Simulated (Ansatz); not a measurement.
Species: PN, charge 1, doublet. PN+ (parent SMILES N#P, doublet).
B3LYP-D3(BJ)/def2-TZVP minimum from Ansatz (a program for electronic structure):
```
N
P 1 1.4748
```
Charge +1, spin multiplicity 2.

Total energies in cc-pV(Q+d)Z, 9 correlated electrons, 6 frozen orbitals. Open shells are spin-unrestricted; no spin-orbit coupling. Cores are frozen in correlated methods. No relativity. The UHF reference of NP+ (parent SMILES N#P, doublet) is spin-contaminated (<S^2> up to 0.66 over the pure value in the sets run). The spin of NP+ (parent SMILES N#P, doublet) was assumed, and the state is the lowest solution found for it.

| method | program | energy (Eh) | minus CCSDT(Q) (mEh) |
|---|---|---|---|
| HF | Ansatz | -394.81529 | 330.33 |
| MP2 | Ansatz | -395.07287 | 72.75 |
| CCSD | Ansatz | -395.11995 | 25.68 |
| CCSD(T) | Ansatz | -395.13965 | 5.97 |
| CCSDT(Q) | Ansatz | -395.14562 | 0.00 |

Rough core times of Ansatz's runs on a shared machine: CCSD(T) 40 s, CCSDT(Q) 10 min.
